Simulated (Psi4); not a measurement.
C2H6ClGa, singlet, at a GFN2-xTB geometry (such geometries of metal compounds can be far from the true shape). Base run: B3LYP/6-31G** (Psi4).

The Psi4 input:
```
memory 2 GB

molecule {
0 1
  Ga   -0.23882611    0.10083400   -0.14092768
  C    -1.80146295   -1.21572828   -0.23393842
  H    -1.48974737   -2.11234972   -0.77670352
  H    -2.67761150   -0.79304802   -0.72665403
  H    -2.07741138   -1.52198383    0.77883123
  C    -0.06504875    2.00184560   -0.87573406
  H     0.73235088    2.03166984   -1.62340480
  H     0.21697965    2.67872738   -0.06457972
  H    -0.98796556    2.36112255   -1.33204575
  Cl    1.46388735   -0.61686449    0.86890290
}

set basis 6-31g**

energy('b3lyp')
print_variables()
```

The base run was repeated with changes; each row names its change, and settings that it needs were set with it.

```json
[
 {"change": "base", "basis functions": "114", "E (Eh)": "-2464.63137", "dipole (D)": "2.40"},
 {"change": "basis = cc-pVDZ-DK; relativity = none (with scf_type pk)", "basis functions": "103", "E (Eh)": "-2454.72665", "dipole (D)": "2.20"},
 {"change": "basis = cc-pVDZ-DK; relativity = spin-free X2C (with scf_type pk)", "basis functions": "103", "E (Eh)": "-2485.39033", "dipole (D)": "2.26"}
]
```

Totals shift with the method and basis; they matter in differences.

Basis sets contracted for a relativistic Hamiltonian are a mismatch without it, so the rows without relativity aren't non-relativistic limits. No row has spin-orbit coupling; sets with core potentials leave out the core electrons.
